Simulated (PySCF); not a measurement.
Species: BiMe2(SiH3), C₂H₉BiSi.
Cartesian coordinates in Å at the PBE0-D3(BJ)/def2-SVP level; atoms count from 1:
```xyz
13
C2H9BiSi angstrom
Bi     0.133    0.210    1.401
C      1.970    0.112    0.049
H      1.657    0.021   -0.999
H      2.587   -0.752    0.332
H      2.550    1.036    0.186
C     -0.911    1.737    0.062
H     -1.987    1.741    0.284
H     -0.748    1.478   -0.993
H     -0.491    2.730    0.271
Si    -1.018   -1.784    0.059
H     -0.416   -3.108    0.415
H     -0.842   -1.572   -1.415
H     -2.485   -1.851    0.349
```

Method: PBE0-D3(BJ)/def2-SVP geometry optimisation, gas phase, def2 core potentials past Kr in PySCF 2.14.0.

(1) Which atoms are bound to Bi1, and at what distances?

(2) List the angles at Bi1.

(3) What is the shape at Bi1?

(4) What are the other bond lengths?

(5) What are the rotational constants (commonest isotopes, rigid rotor)?

## Answers

(1) 3 atoms: C2 2.283 Å, C6 2.284 Å, Si10 2.665 Å. The nearest atom not counted as bound is H5, at 2.83 Å (others tie with it).

(2) 
| angle | degrees | distance of the outer atoms (Å) |
| --- | --- | --- |
| C2–Bi1–C6 | 92.8 | 3.31 |
| C2–Bi1–Si10 | 91.0 | 3.54 |
| C6–Bi1–Si10 | 90.4 | 3.52 |

(3) Pyramidal: angles 92.8°, 91.0° and 90.4°, sum 274.3°, 1.34 Å off the plane of its three neighbours.

(4) C2–H3 and 5 like bonds 1.099 Å; Si10–H11, Si10–H12, Si10–H13 1.498 Å.

(5) A = 3050, B = 1789, C = 1676 MHz: an asymmetric top.

Point group: near Cs, missed by 0.14 Å at most; the miss may be what the optimiser left on a soft mode. Charge 0, singlet. Whether it is a minimum is left open (no frequencies).
